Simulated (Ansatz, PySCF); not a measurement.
1,1-difluoroethane cation (C2H4F2), SMILES CC(F)F (connectivity only; charge and spin as stated), charge +1, multiplicity 2. Atoms are numbered in the order given.

```xyz
8

C     -1.5111    -0.0999     0.0000
C      0.1753     0.2952     0.0000
F      0.7062    -0.1517    -1.0726
F      0.7062    -0.1517     1.0726
H     -1.3765    -1.1958     0.0000
H     -1.9030     0.3337    -0.9283
H     -1.9030     0.3337     0.9283
H     -0.0230     1.4055     0.0000
```
Charge +1, spin multiplicity 2.

Geometry: PBE0-D3(BJ)/def2-SVP. The spin state was assumed, not searched.

Two levels are set side by side: PBE-D3(BJ)/def2-SVP (Ansatz, a program for electronic structure) and PBE0-D3(BJ)/def2-SVP (Ansatz). Each level has its own optimised geometry; the coordinates shown are those of the second. Frequencies come from the Hessian of PySCF at each geometry. Differences are taken from unrounded values.

```
quantity                            PBE0-D3(BJ)
----------------------------------  -----------
mean bond length (Å)                      1.245
bond C1–C2 (Å)                            1.732
bond C2–F3 (Å)                            1.278
bond C2–F4 (Å)                            1.278
bond C1–H5 (Å)                            1.104
bond C1–H6 (Å)                            1.097
bond C1–H7 (Å)                            1.097
bond C2–H8 (Å)                            1.128
highest harmonic wavenumber (cm⁻¹)         3265
mean harmonic wavenumber (cm⁻¹)            1380
zero-point energy (kcal/mol)              35.52
```

Q: What does PBE-D3(BJ) give, and how far is it from PBE0-D3(BJ)? (An estimate is asked for; the answer gives what the named calculation found.)

A: 
```csv
quantity,PBE-D3(BJ),PBE-D3(BJ) minus PBE0-D3(BJ)
mean bond length (Å),1.246,0.002
bond C1–C2 (Å),1.630,-0.102
bond C2–F3 (Å),1.302,0.025
bond C2–F4 (Å),1.302,0.025
bond C1–H5 (Å),1.120,0.016
bond C1–H6 (Å),1.105,0.008
bond C1–H7 (Å),1.105,0.008
bond C2–H8 (Å),1.160,0.032
highest harmonic wavenumber (cm⁻¹),3166,-100
mean harmonic wavenumber (cm⁻¹),1319,-62
zero-point energy (kcal/mol),33.93,-1.58
```
